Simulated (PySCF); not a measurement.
## Calculated data, CH7N2Si, CH6BOSi, CH3AlO2

Calculation on a computer-drawn molecule: the log of a Hartree-Fock and frozen-core CCSD(T) single point meant for a local Hartree-Fock minimum, with one planted fault or none, to be diagnosed. Offsets are logged minus clean, where the clean run is the same molecule without the fault. The reference is restricted for singlets and unrestricted otherwise, and also for a bond in bohr or an excited solution. Adding or removing an electron swaps singlet and doublet. The excited solution moves the top pair (singlet) or top alpha electron (doublet) to the lowest empty orbital. Highest occupied and lowest empty are orbital energies over both spins, largest force is the largest gradient component, triples share is (T) over the correlation energy, the T1 limit is 0.02 restricted and 0.045 unrestricted, electrons count all cores, a negative frequency is imaginary (commonest isotopes), and the dipole is about the centre of nuclear charge. Program: PySCF 2.14.0.

Common to all runs: meant multiplicity 1; meant basis cc-pV(D+d)Z; logged SCF converged yes; logged CC converged yes; logged SCF stable within its kind yes; possible faults no fault, one electron removed, one electron added, multiplicity raised by two, geometry at a saddle point, SCF held on an excited solution, minimal basis STO-3G, one bond length entered in bohr, all coordinates scaled.

(1) 
```xyz
11
formula=CH7N2Si meant_charge=1 logged_electrons=40 logged_basis_functions=100 logged_spin_squared=0 logged_highest_occupied=-14.847 logged_lowest_empty=-3.6237 logged_largest_force=3.241e-05 logged_lowest_frequency=113.56 logged_T1_diagnostic=0.014111 logged_D1_diagnostic=0.051535 logged_triples_share=0.027544 logged_dipole_magnitude=3.4329 logged_energy_HF=-439.5545 logged_energy_CCSD(T)=-440.18397 planted_fault=no_fault HF_energy_offset_from_clean_run=0 CCSD(T)_energy_offset_from_clean_run=0
N     -1.7097    -0.3660    -0.5574
C     -0.3609    -0.0367    -0.9330
Si     0.4357    -1.0480    -2.2946
N     -0.3739    -2.2637    -3.0347
H     -1.8252    -1.2721    -0.1443
H     -2.3984    -0.2050    -1.2680
H     -0.2956     1.0114    -1.2447
H      0.3050    -0.1027    -0.0657
H      1.7966    -0.8395    -2.7876
H      0.0188    -2.8290    -3.7693
H     -1.3170    -2.5335    -2.8119
```

Units: logged_highest_occupied, logged_lowest_empty in eV; logged_largest_force in hartree/bohr; logged_lowest_frequency in cm⁻¹; logged_dipole_magnitude in debye; logged_energy_HF, logged_energy_CCSD(T) in hartree; HF_energy_offset_from_clean_run, CCSD(T)_energy_offset_from_clean_run in kcal/mol.

Drawn bonds:
| atom | other atom | order |
| --- | --- | --- |
| 1 | 2 | 1 |
| 2 | 3 | 1 |
| 3 | 4 | 1 |
| 1 | 5 | 1 |
| 1 | 6 | 1 |
| 2 | 7 | 1 |
| 2 | 8 | 1 |
| 3 | 9 | 1 |
| 4 | 10 | 1 |
| 4 | 11 | 1 |

(2) 
```xyz
10
formula=CH6BOSi meant_charge=1 logged_electrons=37 logged_basis_functions=95 logged_spin_squared=0.7675 logged_highest_occupied=-24.151 logged_lowest_empty=-15.08 logged_largest_force=0.12566 logged_T1_diagnostic=0.035405 logged_D1_diagnostic=0.20263 logged_triples_share=0.02981 logged_dipole_magnitude=7.1377 logged_energy_HF=-429.01842 logged_energy_CCSD(T)=-429.54871 planted_fault=one_electron_removed HF_energy_offset_from_clean_run=375.7 CCSD(T)_energy_offset_from_clean_run=386.4
B      1.0815     2.2862     0.3147
C     -0.3977     1.8244    -0.1190
Si    -0.4278     0.6381    -1.4768
O     -1.0419     1.0757    -2.8579
H      1.2424     3.3959     0.7078
H      1.9825     1.5000     0.2719
H     -0.7177     1.2501     0.7707
H     -1.0966     2.6456    -0.2776
H      0.1250    -0.7097    -1.3861
H     -1.1214     0.5873    -3.6708
```

Units: logged_highest_occupied, logged_lowest_empty in eV; logged_largest_force in hartree/bohr; logged_dipole_magnitude in debye; logged_energy_HF, logged_energy_CCSD(T) in hartree; HF_energy_offset_from_clean_run, CCSD(T)_energy_offset_from_clean_run in kcal/mol.

Drawn bonds:
| atom | other atom | order |
| --- | --- | --- |
| 1 | 2 | 1 |
| 2 | 3 | 1 |
| 3 | 4 | 1 |
| 1 | 5 | 1 |
| 1 | 6 | 1 |
| 2 | 7 | 1 |
| 2 | 8 | 1 |
| 3 | 9 | 1 |
| 4 | 10 | 1 |

(3) 
```xyz
7
formula=CH3AlO2 meant_charge=0 logged_electrons=38 logged_basis_functions=80 logged_spin_squared=0 logged_highest_occupied=-8.398 logged_lowest_empty=1.8763 logged_largest_force=2.112e-05 logged_lowest_frequency=71.992 logged_T1_diagnostic=0.014755 logged_D1_diagnostic=0.043043 logged_triples_share=0.024469 logged_dipole_magnitude=2.3796 logged_energy_HF=-431.30441 logged_energy_CCSD(T)=-431.90343
O      0.0112    -2.1881     0.6209
C     -0.5593    -0.9098     0.5583
O      0.4090    -0.0418     0.1521
Al     2.0557     0.0079    -0.2991
H     -0.6369    -2.8181     0.9016
H     -0.9371    -0.6151     1.5437
H     -1.3924    -0.9014    -0.1533
```

Units: logged_highest_occupied, logged_lowest_empty in eV; logged_largest_force in hartree/bohr; logged_lowest_frequency in cm⁻¹; logged_dipole_magnitude in debye; logged_energy_HF, logged_energy_CCSD(T) in hartree.

Drawn bonds:
| atom | other atom | order |
| --- | --- | --- |
| 1 | 2 | 1 |
| 2 | 3 | 1 |
| 3 | 4 | 1 |
| 1 | 5 | 1 |
| 2 | 6 | 1 |
| 2 | 7 | 1 |

## Withheld values
1. Which fault was planted in the run of CH3AlO2 (entry 3)?

Calculated values
1. no fault

Further results for CH3AlO2 (entry 3):

```
HF energy offset from clean run      : 0 kcal/mol
CCSD(T) energy offset from clean run : 0 kcal/mol
```
